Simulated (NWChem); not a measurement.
System: CH₅ClGe; SMILES [CH3][GeH2][Cl]

```xyz
8

Ge     0.4215     0.3880    -0.0004
C     -1.1357     1.5715    -0.0012
Cl    -0.3065    -1.6770     0.0000
H      1.2880     0.5550    -1.2766
H      1.2879     0.5554     1.2758
H     -1.7498     1.3886     0.9010
H     -0.8021     2.6285    -0.0047
H     -1.7524     1.3836    -0.9006
```
Atoms are numbered in this order, from 1.

Results from NWChem. Pople sets run with spherical d functions. STO-3G and 3-21G are far too small for this property and stand as cheap habits. Coordinates come from a PBE-D3(BJ)/def2-SVP optimisation. Field at 589 nm.

```
level              isotropic polarisability (bohr³)  anisotropy (bohr³)  relative time
-----------------  --------------------------------  ------------------  -------------
B3LYP/STO-3G                                   22.6                12.5              1
B3LYP/6-31G*                                   47.5                14.8             10
B3LYP/def2-SVP                                 48.9                12.1              6
B3LYP/def2-SVPD                                61.9                14.4             20
B3LYP/aug-cc-pVDZ                              62.3                15.0             90
```

The last column is a rough cost ratio, cheapest run = 1.
